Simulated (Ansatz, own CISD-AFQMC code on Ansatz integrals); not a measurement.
C2H4Si, SMILES `C=C=[SiH2]` (charge 0, multiplicity 1).

Cartesian coordinates (Å):
SMILES: [SiH2]=C=C
```xyz
7

C     -1.5057    -0.1371     0.1542
C     -0.2128    -0.0189     0.0218
Si     1.4556     0.1326    -0.1489
H     -1.9628    -0.5080     1.0702
H     -2.1966     0.1289    -0.6442
H      2.1502     1.3739     0.2174
H      2.2721    -0.9713    -0.6705
```
Charge 0, spin multiplicity 1.

Frozen-core correlation energies in cc-pVDZ at a geometry from B3LYP-D3(BJ)/def2-TZVP, on an HF energy of -366.89087 Ha (<S^2> = 0.00, restricted and unstable towards unrestricted orbitals). Wave-function levels are from Ansatz, the walk from an own CISD-AFQMC code on Ansatz integrals (time step 0.005/Ha, trial state from CCSD amplitudes, largest double 0.14).

| level | correlation energy (mHa) |
|---|---|
| MP2 | -360.6 |
| CCSD | -399.8 |
| CCSD(T) | -416.6 |
| CCSDT(Q) | -419.1 |

Problem. What correlation energy does phaseless AFQMC give, and where does it lie among these levels?

Solution. -417.9 ± 0.4 mHa (one standard error). AFQMC minus each level: MP2 -57.3 mHa, CCSD -18.1 mHa, CCSD(T) -1.3 mHa, CCSDT(Q) +1.2 mHa.
